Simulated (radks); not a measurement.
The numbers below are computed, except where a source is named.
The niobium ion Nb2.25+, 38.75 electrons, occupied as [Kr] 4d(up 2.75, down 0) (fractional occupations, a model configuration). Code: a radial shooting solver on a logarithmic mesh with Libxc functionals. Model: scalar-relativistic Kohn-Sham, BLYP, spin-polarised, spherical densities, point nucleus.

Unscreened Slater integrals over Kohn-Sham orbitals (cm^-1). They are taken over the spin-up orbitals.

\begin{tabular}{lr}
integral & value \\ \hline
F0(4d,4d) & 109780 \\
F2(4d,4d) & 55078 \\
F4(4d,4d) & 35875 \\
F0(4d,4p) & 126230 \\
F2(4d,4p) & 60644 \\
G1(4d,4p) & 74551 \\
G3(4d,4p) & 45291 \\
F0(4d,4s) & 130490 \\
G2(4d,4s) & 52276 \\
F0(4d,3d) & 149140 \\
F2(4d,3d) & 24840 \\
F4(4d,3d) & 10430 \\
G0(4d,3d) & 7952.0 \\
G2(4d,3d) & 8809.7 \\
G4(4d,3d) & 6592.3 \\
F0(4p,4p) & 153340 \\
F2(4p,4p) & 80640 \\
F0(4p,4s) & 161360 \\
G1(4p,4s) & 109190 \\
F0(4p,3d) & 198980 \\
F2(4p,3d) & 45153 \\
G1(4p,3d) & 14515 \\
G3(4p,3d) & 13942 \\
F0(4s,4s) & 170970 \\
F0(4s,3d) & 218010 \\
G2(4s,3d) & 17900 \\
F0(3d,3d) & 462000 \\
F2(3d,3d) & 226740 \\
F4(3d,3d) & 143870 \\
\end{tabular}

Derived for the open shells (J is the average intra-shell exchange parameter used in DFT+U). 4d: Racah B = F2/49 - 5 F4/441 = 717.3 cm^-1, C = 35 F4/441 = 2847 cm^-1, C/B = 3.97, F4/F2 = 0.651, J = (F2 + F4)/14 = 6497 cm^-1.
